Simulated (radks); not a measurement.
Problem. Coulomb parameter of the 5d shell of the mercury ion Hg+ in the model configuration [Xe] 4f14 5d9 6s1 6p1, as a second difference U = [E(n + 1) + E(n - 1) - 2 E(n)] / (1)^2 with all orbitals relaxed. "Bare": the charge of the atom changes with n. "Screened": the 6p shell takes up the change at fixed total charge, which measures U(5d,5d) + U(6p,6p) - 2 U(5d,6p). All-electron calculation, scalar-relativistic Kohn-Sham, SCAN, spin-unpolarised, spherical densities, finite nucleus; meta-GGA in the generalised Kohn-Sham scheme; Fermi nuclear charge, rms radius 5.4648 fm. Program: a radial shooting solver on a logarithmic mesh with Libxc functionals. Estimate both.

Solution. U(bare) = 12.095 eV, U(screened by 6p) = 2.566 eV, against the Slater integral F0(5d,5d) = 17.331 eV with frozen orbitals.
